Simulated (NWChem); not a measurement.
Molecule: thiourea (CH4N2S); SMILES NC(N)=S

Computed with NWChem. Coordinates come from a PBE0/def2-SVP optimisation. Gas phase, vertical. One conformer.

PBE0/def2-SVPD, TDA puts singlet state 2 at 5.26 eV with oscillator strength 0.055.

Question: Give the wavelength, the transition dipole and the radiative lifetime of that state in vacuum.

Answer: 
1. λ = 1239.84/5.26 = 236 nm, or 42420 cm⁻¹.
2. f = (2/3) ΔE μ² in atomic units, so μ = √(1.5 f/ΔE) = 0.65 a.u. = 1.66 D.
3. τ = 1.499 s cm⁻² / (f ν²) = 15 ns, for a non-degenerate state that emits at the vertical energy; a higher state like this one mostly decays faster by other paths.
